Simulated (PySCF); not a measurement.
[MoBr6]2-: Mo(IV) (d2), charge -2. The structure is a model geometry with rigid ligands and bond lengths from ionic radii and bond length changed to 1.02 of its base value, not a minimum; coordination octahedral, point group Oh, metal–donor distances 2.56 Å.

The d shell alone is too small an active space for [MoBr6]2- (an active orbital has only 0.59 squared overlap with the free ion's shell): its levels, fitted parameters, g values and moments show what this model gives and aren't sound predictions.

```
7

Mo    0.000    0.000    0.000
Br    0.000    0.000    2.560
Br    0.000    0.000   -2.560
Br    2.560    0.000    0.000
Br   -2.560    0.000    0.000
Br    0.000    2.560    0.000
Br    0.000   -2.560    0.000
```

Method (PySCF 2.14, density fitting): CASSCF(2,5) with orbitals averaged over all microstates of the shell, strongly contracted NEVPT2 on the averaged canonical orbitals; basis x2c-TZVPall on the metal, x2c-SVPall elsewhere; spin-free X2C; IEF-PCM water; spin-orbit coupling by state interaction with the mean-field operator over all roots.

Q: What is the ground state?

A: 3T1g (S = 1, orbital degeneracy 3), with 2.0 electrons in the lower (t2g-type) set and 0.0 in the upper (eg-type) set, by NEVPT2.

Q: Where do the spin-allowed transitions within the shell lie?

A: By NEVPT2: 3T2g at 24005 cm⁻¹ (417 nm); 3T1g at 28809 cm⁻¹ (347 nm); 3A2g at 48127 cm⁻¹ (208 nm). All are electric-dipole forbidden at this geometry.

Q: Which is the lowest state of another spin?

A: 1T2g at 7844 cm⁻¹ by NEVPT2; CASSCF alone puts it at 9328 cm⁻¹ above the same ground state.

Q: What ligand-field parameters describe the result?

A: At CASSCF level (the NEVPT2 levels don't fit a ligand-field model well): orbital energies 0, 0, 0, 21414, 21414 cm⁻¹; 10Dq = 21414 cm⁻¹; B = 572 cm⁻¹; C = 2417 cm⁻¹; B over its free-ion value at the same level 0.661; the fit misses the states by 600 cm⁻¹ rms, so splittings below that are unsure; spin-orbit coupling on the heavy ligands mixes in, so no single ζ describes it.

Q: What magnetic behaviour follows?

A: Degenerate or low-lying orbital states mix with the ground state, so no spin-only Hamiltonian applies. The lowest spin-orbit level is 2-fold; the next lies at 18.2 cm⁻¹. The two lowest states form a pseudo-doublet split by 0.000 cm⁻¹ with g_z = 0.00. μeff is 1.81 μB at 300 K and 0.92 μB at 10 K; the spin-only value is 2.83 μB.

Charge-transfer states lie outside this active space and may come lower than some of these levels. The ground state is orbitally degenerate in this regular structure, which would distort (Jahn–Teller), so its moment is that of the undistorted model. NEVPT2 lifts 3T2g from 20642 to 24005 cm⁻¹; on the d shell alone it tends to overshoot states that fill the eg-type orbitals. NEVPT2 on the d shell alone tends to put d–d bands too high for such charged or covalently bound ions.

The job took 75 s on one thread of Arm Neoverse V2 (shared host), with 255 basis functions and a peak of 0.9 GiB, launched as `OMP_NUM_THREADS=1 python lf_run.py task.json out`.
